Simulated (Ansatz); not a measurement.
One change: `O[SiH2][O][SnH3]` becomes `C[SiH2]O[SiH2]O`.

Ansatz, PBE0-D4/def2-TZVP geometries, multiplicity 1. Each molecule was computed in one conformer, which needn't be the lowest.

Elements past krypton have def2 core potentials.

```csv
property,`O[SiH2][O][SnH3]`
size of the dipole moment (B3LYP/def2-TZVPP) / D,1.96
HOMO energy (B3LYP/def2-TZVPP) / eV,-8.08
LUMO energy (ωB97M-V/def2-TZVPP) / eV,0.89
HOMO–LUMO gap (ωB97M-V/def2-TZVPP) / eV,11.46
size of the dipole moment (PBE/def2-TZVPP) / D,1.93
HOMO–LUMO gap (PBE0/def2-TZVPP) / eV,7.69
```

Problem. What does the change do to each property? (Best estimate.)

Solution. The calculation gave: 
```csv
property,`C[SiH2]O[SiH2]O`,shift
size of the dipole moment (B3LYP/def2-TZVPP) / D,0.74,-1.22
HOMO energy (B3LYP/def2-TZVPP) / eV,-8.26,-0.18
LUMO energy (ωB97M-V/def2-TZVPP) / eV,1.96,1.07
HOMO–LUMO gap (ωB97M-V/def2-TZVPP) / eV,12.71,1.25
size of the dipole moment (PBE/def2-TZVPP) / D,0.77,-1.16
HOMO–LUMO gap (PBE0/def2-TZVPP) / eV,8.91,1.22
```

With PBE0 the HOMO falls by 0.18 eV and the LUMO rises by 1.05 eV, so the gap widens by about 1.23 eV. PBE moves the HOMO by -0.19 eV and ωB97M-V by -0.17 eV. Dipoles are sizes alone; their direction can turn.

Positive LUMOs are unbound, so they and the gaps depend on the basis.

B3LYP here is the variant with VWN-RPA as its local correlation; programs differ in this.
